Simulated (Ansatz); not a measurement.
A first, cheap relaxation of C2H7BSeSi, SMILES `B/C=C/[Se][SiH3]`.

```yaml
crystal:
  periodic: [false, false, false]
  atoms:
    - {symbol: B, position_ang: [-0.430100, 1.790900, 1.708100]}
    - {symbol: C, position_ang: [-0.572600, 0.371600, 1.139400]}
    - {symbol: C, position_ang: [-1.026100, 0.128600, -0.115900]}
    - {symbol: Se, position_ang: [-1.014600, -1.667500, -0.757800]}
    - {symbol: Si, position_ang: [1.033300, -1.533000, -1.601300]}
    - {symbol: H, position_ang: [-0.096500, 2.038000, 2.796800]}
    - {symbol: H, position_ang: [-0.760600, 2.759300, 1.027100]}
    - {symbol: H, position_ang: [-0.234900, -0.428900, 1.779800]}
    - {symbol: H, position_ang: [-1.289800, 0.951500, -0.722000]}
    - {symbol: H, position_ang: [1.094500, -0.437800, -2.549000]}
    - {symbol: H, position_ang: [1.955200, -1.239200, -0.463300]}
    - {symbol: H, position_ang: [1.419300, -2.788600, -2.207900]}
basis:
  gaussian: {orbitals: def2-SVP}
hamiltonian: {xc: pbe, dispersion: d4}
relax: {f_tol: 0.03, max_steps: 200}
```

```sh
$ ansatz run in.yaml --threads 4 --pin off --events-out ev --progress --plain --max-ram 10444MiB
```

Output, abridged:

```
Functional definition: PBE
mean field -76059.53405581 eV, -2795.1363215470 hartree, gradient 7.3e-5 eV, S^2 0.000000; 0 other end points of the search recorded, 0 dependent functions left out
relax step   1: F+E_penalty+E_count = -76059.83753462 eV  Δ(F+E_penalty+E_count) = +0.000e0 eV  max|allowed force component| = 1.609e0 eV/Å  Δτ_max = 0.0000 Å  (29 SCF iters, accepted)
mean field -76059.71750353 eV, -2795.1430631267 hartree, gradient 2.0e-5 eV, S^2 0.000000; 0 other end points of the search recorded, 0 dependent functions left out
relax step   2: F+E_penalty+E_count = -76060.01798919 eV  Δ(F+E_penalty+E_count) = -1.805e-1 eV  max|allowed force component| = 9.701e-1 eV/Å  Δτ_max = 0.1500 Å  (30 SCF iters, accepted)
mean field -76059.85436704 eV, -2795.1480927679 hartree, gradient 1.5e-5 eV, S^2 0.000000; 0 other end points of the search recorded, 0 dependent functions left out
relax step   3: F+E_penalty+E_count = -76060.15140166 eV  Δ(F+E_penalty+E_count) = -1.334e-1 eV  max|allowed force component| = 6.562e-1 eV/Å  Δτ_max = 0.1119 Å  (30 SCF iters, accepted)
mean field -76059.87639800 eV, -2795.1489023906 hartree, gradient 1.5e-5 eV, S^2 0.000000; 0 other end points of the search recorded, 0 dependent functions left out
relax step   4: F+E_penalty+E_count = -76060.17263806 eV  Δ(F+E_penalty+E_count) = -2.124e-2 eV  max|allowed force component| = 3.558e-1 eV/Å  Δτ_max = 0.0507 Å  (31 SCF iters, accepted)
mean field -76059.88685023 eV, -2795.1492865031 hartree, gradient 1.3e-5 eV, S^2 0.000000; 0 other end points of the search recorded, 0 dependent functions left out
relax step   5: F+E_penalty+E_count = -76060.18253026 eV  Δ(F+E_penalty+E_count) = -9.892e-3 eV  max|allowed force component| = 2.318e-1 eV/Å  Δτ_max = 0.0750 Å  (30 SCF iters, accepted)
mean field -76059.90550516 eV, -2795.1499720589 hartree, gradient 9.3e-6 eV, S^2 0.000000; 0 other end points of the search recorded, 0 dependent functions left out
relax step   6: F+E_penalty+E_count = -76060.19959076 eV  Δ(F+E_penalty+E_count) = -1.706e-2 eV  max|allowed force component| = 1.120e-1 eV/Å  Δτ_max = 0.1188 Å  (29 SCF iters, accepted)
mean field -76059.93356394 eV, -2795.1510032003 hartree, gradient 1.5e-5 eV, S^2 0.000000; 0 other end points of the search recorded, 0 dependent functions left out
relax step   7: F+E_penalty+E_count = -76060.22480328 eV  Δ(F+E_penalty+E_count) = -2.521e-2 eV  max|allowed force component| = 4.417e-1 eV/Å  Δτ_max = 0.1957 Å  (29 SCF iters, accepted)
mean field -76059.95248401 eV, -2795.1516984998 hartree, gradient 7.3e-6 eV, S^2 0.000000; 0 other end points of the search recorded, 0 dependent functions left out
relax step   8: F+E_penalty+E_count = -76060.24113576 eV  Δ(F+E_penalty+E_count) = -1.633e-2 eV  max|allowed force component| = 1.187e0 eV/Å  Δτ_max = 0.1936 Å  (28 SCF iters, accepted)
mean field -76059.96873845 eV, -2795.1522958394 hartree, gradient 1.5e-5 eV, S^2 0.000000; 0 other end points of the search recorded, 0 dependent functions left out
relax step   9: F+E_penalty+E_count = -76060.25641805 eV  Δ(F+E_penalty+E_count) = -1.528e-2 eV  max|allowed force component| = 9.427e-1 eV/Å  Δτ_max = 0.1714 Å  (29 SCF iters, accepted)
mean field -76059.99945814 eV, -2795.1534247673 hartree, gradient 1.1e-5 eV, S^2 0.000000; 0 other end points of the search recorded, 0 dependent functions left out
relax step  10: F+E_penalty+E_count = -76060.28602693 eV  Δ(F+E_penalty+E_count) = -2.961e-2 eV  max|allowed force component| = 5.767e-1 eV/Å  Δτ_max = 0.1900 Å  (29 SCF iters, accepted)
mean field -76060.03523678 eV, -2795.1547396081 hartree, gradient 1.8e-5 eV, S^2 0.000000; 0 other end points of the search recorded, 0 dependent functions left out
relax step  11: F+E_penalty+E_count = -76060.32740795 eV  Δ(F+E_penalty+E_count) = -4.138e-2 eV  max|allowed force component| = 6.721e-1 eV/Å  Δτ_max = 0.2000 Å  (30 SCF iters, accepted)
mean field -76060.07394172 eV, -2795.1561619884 hartree, gradient 1.2e-5 eV, S^2 0.000000; 0 other end points of the search recorded, 0 dependent functions left out
relax step  12: F+E_penalty+E_count = -76060.36214824 eV  Δ(F+E_penalty+E_count) = -3.474e-2 eV  max|allowed force component| = 2.577e-1 eV/Å  Δτ_max = 0.0677 Å  (32 SCF iters, accepted)
mean field -76060.09840858 eV, -2795.1570611288 hartree, gradient 1.0e-5 eV, S^2 0.000000; 0 other end points of the search recorded, 0 dependent functions left out
relax step  13: F+E_penalty+E_count = -76060.38580655 eV  Δ(F+E_penalty+E_count) = -2.366e-2 eV  max|allowed force component| = 1.374e-1 eV/Å  Δτ_max = 0.1997 Å  (29 SCF iters, accepted)
mean field -76060.09532897 eV, -2795.1569479554 hartree, gradient 1.2e-5 eV, S^2 0.000000; 0 other end points of the search recorded, 0 dependent functions left out
relax step  14: F+E_penalty+E_count = -76060.38148589 eV  Δ(F+E_penalty+E_count) = +4.321e-3 eV  max|allowed force component| = 4.299e-1 eV/Å  Δτ_max = 0.1923 Å  (29 SCF iters, rejected (line search))
mean field -76060.10358231 eV, -2795.1572512600 hartree, gradient 1.2e-5 eV, S^2 0.000000; 0 other end points of the search recorded, 0 dependent functions left out
relax step  15: F+E_penalty+E_count = -76060.39067621 eV  Δ(F+E_penalty+E_count) = -4.870e-3 eV  max|allowed force component| = 5.923e-2 eV/Å  Δτ_max = 0.0961 Å  (31 SCF iters, accepted)
mean field -76060.10820108 eV, -2795.1574209968 hartree, gradient 1.3e-5 eV, S^2 0.000000; 0 other end points of the search recorded, 0 dependent functions left out
relax step  16: F+E_penalty+E_count = -76060.39482351 eV  Δ(F+E_penalty+E_count) = -4.147e-3 eV  max|allowed force component| = 9.861e-2 eV/Å  Δτ_max = 0.0951 Å  (29 SCF iters, accepted)
mean field -76060.11001576 eV, -2795.1574876848 hartree, gradient 1.4e-5 eV, S^2 0.000000; 0 other end points of the search recorded, 0 dependent functions left out
relax step  17: F+E_penalty+E_count = -76060.39631201 eV  Δ(F+E_penalty+E_count) = -1.488e-3 eV  max|allowed force component| = 8.217e-2 eV/Å  Δτ_max = 0.0546 Å  (31 SCF iters, accepted)
mean field -76060.11125617 eV, -2795.1575332692 hartree, gradient 1.4e-5 eV, S^2 0.000000; 0 other end points of the search recorded, 0 dependent functions left out
relax step  18: F+E_penalty+E_count = -76060.39701445 eV  Δ(F+E_penalty+E_count) = -7.024e-4 eV  max|allowed force component| = 5.741e-2 eV/Å  Δτ_max = 0.0548 Å  (31 SCF iters, accepted)
mean field -76060.11166473 eV, -2795.1575482834 hartree, gradient 1.4e-5 eV, S^2 0.000000; 0 other end points of the search recorded, 0 dependent functions left out
relax step  19: F+E_penalty+E_count = -76060.39774765 eV  Δ(F+E_penalty+E_count) = -7.332e-4 eV  max|allowed force component| = 3.557e-2 eV/Å  Δτ_max = 0.0124 Å  (32 SCF iters, accepted)
mean field -76060.11177495 eV, -2795.1575523339 hartree, gradient 1.4e-5 eV, S^2 0.000000; 0 other end points of the search recorded, 0 dependent functions left out
relax step  20: F+E_penalty+E_count = -76060.39804515 eV  Δ(F+E_penalty+E_count) = -2.975e-4 eV  max|allowed force component| = 2.679e-2 eV/Å  Δτ_max = 0.0246 Å  (32 SCF iters, accepted)
mean field -76060.11177495 eV, -2795.1575523339 hartree, gradient 1.5e-5 eV, S^2 0.000000; 1 other end points of the search recorded, 0 dependent functions left out
Total energy: -76060.39808629 eV, -2795.1680740818 hartree
Atom 0 at    -0.801680     1.997894     1.817360 Å, force    -0.001442     0.000738     0.003771 eV/Å
Atom 1 at    -0.862081     0.497233     1.513825 Å, force    -0.002134     0.000491     0.002178 eV/Å
Atom 2 at    -0.260938     0.014059     0.385623 Å, force     0.004051     0.017020    -0.001678 eV/Å
Atom 3 at    -0.282500    -1.810036    -0.129090 Å, force    -0.001473    -0.026793    -0.004827 eV/Å
Atom 4 at     1.035855    -1.624592    -2.020971 Å, force    -0.000425     0.003809     0.000159 eV/Å
Atom 5 at    -1.331398     2.467903     2.808095 Å, force     0.000582     0.000619     0.000490 eV/Å
Atom 6 at    -0.209141     2.737228     1.047723 Å, force     0.001399    -0.001845    -0.000764 eV/Å
Atom 7 at    -1.380719    -0.219743     2.176734 Å, force    -0.000664     0.000666    -0.001515 eV/Å
Atom 8 at     0.266129     0.705138    -0.296394 Å, force     0.003190     0.008100     0.000061 eV/Å
Atom 9 at     0.508149    -0.527166    -2.901222 Å, force    -0.003576    -0.001643    -0.001224 eV/Å
Atom 10 at     2.466865    -1.336637    -1.664398 Å, force    -0.000501     0.001179     0.003139 eV/Å
Atom 11 at     0.928560    -2.956381    -2.703284 Å, force     0.000993    -0.002342     0.000209 eV/Å
Dipole moment:     0.190414    -0.340719    -0.391009 e Å
```

It took 33 s on 4 threads of an Arm Neoverse V2 on a shared host, with 0.19 GiB of host memory at the peak.
